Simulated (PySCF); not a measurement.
How methods differ on the excitation energy of P²⁺

P²⁺ [Ne] 3s2 3p1 (2P) → P²⁺ [Ne] 3s1 3p1 3d1 (high-spin determinant), as a difference of total energies. Computed with PySCF 2.14 in aug-cc-pVQZ-DK, with scalar relativity by spin-free X2C-1e. Correlated levels: valence: [Ne] frozen. The calculations carry no spin-orbit coupling.

| method | excitation energy (eV) |
| --- | --- |
| UHF | 19.927 |
| LDA | 20.074 |
| PBE | 19.879 |
| PBE0 | 20.124 |
| r2SCAN | 19.636 |
| wB97X | 20.401 |
| M06 | 20.436 |
| M06-2X | 20.846 |
| TPSS | 19.876 |
| MP2 (valence) | 20.835 |
| SCS-MP2 (valence) | 21.310 |

How much does correlation contribute at MP2 (valence)?

20.835 − (19.927) = 0.908 eV, measured against UHF.

A first-order spin-orbit estimate (lowest level to lowest level, LS coupling) adds 0.010 eV.

The promoted electron is Rydberg-like, and one or two diffuse shells describe it only roughly, which tends to raise the upper state.

The determinant of the upper state mixes LS terms, which raises its energy above the lowest term, most at the Hartree-Fock and MP2 levels.
